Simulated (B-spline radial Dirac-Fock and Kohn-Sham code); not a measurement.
**Core-level shifts of promethium with charge state**

Model: multi-electron Dirac-Fock with separately optimised hole states, Breit and Lamb-shift corrections added in first order. Program: a radial B-spline solver. Each ion is free and in its tabulated ground configuration. Correlation and solid-state effects are left out.

Reference: Pm, [Xe] 4f5 6s2, with K (1s) 45187.1 eV, L1 (2s) 7437.5 eV, L2 (2p1/2) 7017.8 eV, M1 (3s) 1657.2 eV, M4 (3d3/2) 1057.0 eV, Kα1 (K-L3) 38722.8 eV, Kβ1 (K-M3) 43822.4 eV, Lα1 (L3-M5) 5431.2 eV. Shifts from it, in eV (a dash: the subshell is empty, belongs to an open shell averaged over j, or its hole state is left out as unreliable):

| ion | configuration | K (1s) | L1 (2s) | L2 (2p1/2) | M1 (3s) | M4 (3d3/2) | Kα1 | Kβ1 | Lα1 |
| --- | --- | --- | --- | --- | --- | --- | --- | --- | --- |
| Pm⁺ | [Xe] 4f5 6s1 | +6.6 | +6.6 | +6.6 | +6.6 | +6.6 | +0.01 | +0.03 | +0.02 |
| Pm²⁺ | [Xe] 4f5 | +14.4 | +14.3 | +14.3 | +14.2 | +14.2 | +0.06 | +0.12 | +0.05 |
| Pm³⁺ | [Xe] 4f4 | +33.9 | +34.7 | +34.6 | +35.8 | +35.6 | -0.77 | -1.90 | -0.96 |
| Pm⁴⁺ | [Xe] 4f3 | +55.9 | +57.8 | +57.5 | +60.2 | +59.7 | -1.74 | -4.21 | -2.10 |

Over this range K (1s) moves by +55.9 eV and Kα1 by -1.7 eV: a line is a difference of two levels that shift in the same direction.

Values without a named source are computed, but for edge energies of neutral atoms, which are taken from tables.
